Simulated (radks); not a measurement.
Results of a calculation; reference values are marked as such.
All-electron atom: Eu2+ in [Xe] 4f7. Level of theory: scalar-relativistic Kohn-Sham, r2SCAN, spin-polarised, spherical densities, finite nucleus; open shells are filled with parallel spins first (spin-orbit coupling, left out, can overturn this in heavy ions); meta-GGA in the generalised Kohn-Sham scheme; Fermi nuclear charge, rms radius 5.1115 fm; hard spherical wall at 1.5 bohr (a radial shooting solver on a logarithmic mesh with Libxc functionals).

Unscreened Slater integrals over Kohn-Sham orbitals (cm^-1). They are taken over the spin-up orbitals. Empty in this configuration: 5d.

integral,value
"F0(5p,5p)",211460
"F2(5p,5p)",111260
"F0(5p,4f)",232480
"F2(5p,4f)",105330
"G2(5p,4f)",45616
"G4(5p,4f)",42402
"F0(5p,5s)",210850
"G1(5p,5s)",142530
"F0(5p,4d)",238800
"F2(5p,4d)",101810
"G1(5p,4d)",35671
"G3(5p,4d)",37849
"F0(5p,5d)",214490
"F2(5p,5d)",108000
"G1(5p,5d)",136520
"G3(5p,5d)",87528
"F0(4f,4f)",273360
"F2(4f,4f)",141630
"F4(4f,4f)",91724
"F6(4f,4f)",66916
"F0(4f,5s)",231360
"G3(4f,5s)",48040
"F0(4f,4d)",283180
"F2(4f,4d)",144640
"F4(4f,4d)",94477
"G1(4f,4d)",173040
"G3(4f,4d)",110370
"G5(4f,4d)",78527
"F0(4f,5d)",237980
"F2(4f,5d)",105530
"F4(4f,5d)",64635
"G1(4f,5d)",39454
"G3(4f,5d)",44302
"G5(4f,5d)",38614
"F0(5s,5s)",210500
"F0(5s,4d)",237170
"G2(5s,4d)",40182
"F0(5s,5d)",213490
"G2(5s,5d)",102780
"F0(4d,4d)",296260
"F2(4d,4d)",152900
"F4(4d,4d)",102540
"F0(4d,5d)",245640
"F2(4d,5d)",103700
"F4(4d,5d)",61798
"G0(4d,5d)",30343
"G2(4d,5d)",41827
"G4(4d,5d)",37275
"F0(5d,5d)",218620
"F2(5d,5d)",106710
"F4(5d,5d)",74954

Derived for the open shells (J is the average intra-shell exchange parameter used in DFT+U). 4f: F4/F2 = 0.648, F6/F2 = 0.472, J = (286 F2 + 195 F4 + 250 F6)/6435 = 11670 cm^-1.
